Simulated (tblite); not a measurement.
Parent: `[CH3:1][CH2:2][O:3][Si@@H:4]([OH:5])[C@@H:6]1[CH2:7][CH2:8][NH:9]1` with C1–C2–O3–Si4 -174°, C2–O3–Si4–O5 54°, O3–Si4–O5–H 154°, O3–Si4–C6–C7 -64°, Si4–C6–C7–C8 -123°, C6–C7–C8–N9 13°, C7–C8–N9–C6 -13°, Si4–C6–N9–C8 133°, C5H13NO2Si.

Computed geometry: GFN2-xTB, gas phase. One conformer each, not checked by frequencies here.

```tsv
coordinate of the parent	value
C1–C2	1.520 Å
C2–O3	1.406 Å
O3–Si4	1.614 Å
Si4–O5	1.629 Å
Si4–C6	1.893 Å
C6–C7	1.539 Å
C7–C8	1.531 Å
C8–N9	1.466 Å
C6–N9	1.484 Å
C1–C2–O3	109.6°
C2–O3–Si4	127.1°
O3–Si4–O5	109.8°
O3–Si4–C6	107.2°
O5–Si4–C6	108.8°
Si4–C6–C7	118.8°
Si4–C6–N9	108.6°
C7–C6–N9	89.0°
C6–C7–C8	86.8°
C7–C8–N9	90.0°
C6–N9–C8	91.3°
```

Task: How does the shared frame change in `[CH2:1]=[CH:2][O:3][Si@@H:4]([OH:5])[C@@H:6]1[CH2:7][CH2:8][NH:9]1` with C1–C2–O3–Si4 -6°, C2–O3–Si4–O5 56°, O3–Si4–O5–H 149°, O3–Si4–C6–C7 -62°, Si4–C6–C7–C8 -122°, C6–C7–C8–N9 11°, C7–C8–N9–C6 -11°, Si4–C6–N9–C8 131°, C5H11NO2Si? Atoms pair as C1 = C1, C2 = C2, O3 = O3, Si4 = Si4, O5 = O5, C6 = C6, C7 = C7, C8 = C8, N9 = N9 (parent first).

Result: 
| parent | relative | value in the relative | change |
| --- | --- | --- | --- |
| C1–C2 | C1=C2 | 1.319 Å | -0.201 |
| C2–O3 | C2–O3 | 1.348 Å | -0.058 |
| O3–Si4 | O3–Si4 | 1.625 Å | +0.011 |
| Si4–O5 | Si4–O5 | 1.626 Å | -0.003 |
| Si4–C6 | Si4–C6 | 1.895 Å | +0.002 |
| C6–C7 | C6–C7 | 1.540 Å | +0.001 |
| C7–C8 | C7–C8 | 1.531 Å | 0.000 |
| C8–N9 | C8–N9 | 1.467 Å | +0.001 |
| C6–N9 | C6–N9 | 1.484 Å | 0.000 |
| C1–C2–O3 | C1–C2–O3 | 126.1° | +16.5 |
| C2–O3–Si4 | C2–O3–Si4 | 131.7° | +4.6 |
| O3–Si4–O5 | O3–Si4–O5 | 110.8° | +1.0 |
| O3–Si4–C6 | O3–Si4–C6 | 105.7° | -1.5 |
| O5–Si4–C6 | O5–Si4–C6 | 108.3° | -0.5 |
| Si4–C6–C7 | Si4–C6–C7 | 118.1° | -0.7 |
| Si4–C6–N9 | Si4–C6–N9 | 108.5° | -0.1 |
| C7–C6–N9 | C7–C6–N9 | 89.2° | +0.2 |
| C6–C7–C8 | C6–C7–C8 | 86.9° | +0.1 |
| C7–C8–N9 | C7–C8–N9 | 90.2° | +0.2 |
| C6–N9–C8 | C6–N9–C8 | 91.4° | +0.1 |

Of the parent's bonds, C1–C2 changes most (-0.201 Å). Point group C1 → C1.
